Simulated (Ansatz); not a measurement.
Cartesian coordinates in Å:
```
C -1.0174 0.1912 -1.1459
Sb -0.1672 0.7707 0.7421
N 1.7528 0.3086 0.3191
S -0.8486 -1.3586 1.6951
H -2.1045 0.1637 -1.0686
H -0.6502 -0.7973 -1.4251
H -0.7245 0.9179 -1.9046
H 1.9208 -0.2781 -0.4864
H 2.3863 1.0949 0.3176
H -0.5475 -1.0129 2.9567
```

Charge 0, multiplicity 1. Sb: def2 effective core potential.

Q: List the r2SCAN/def2-TZVPP orbital energies in eV (Ansatz). (Best estimate.)

A: The calculation gave: Occupied: -2408.69, -384.83, -273.08, -213.11, -157.18, -157.12, -156.98, -153.99, -105.76, -105.72, -105.59, -34.02, -33.96, -33.87, -33.85, -33.79, -21.83, -18.64, -17.94, -13.62, -12.21, -10.70, -10.49, -9.82, -9.09, -8.08, -6.61, -6.07, -5.99. Lowest empty: -1.15, -0.68, 0.34, 0.61, 1.62, 2.42, 2.75, 2.97.
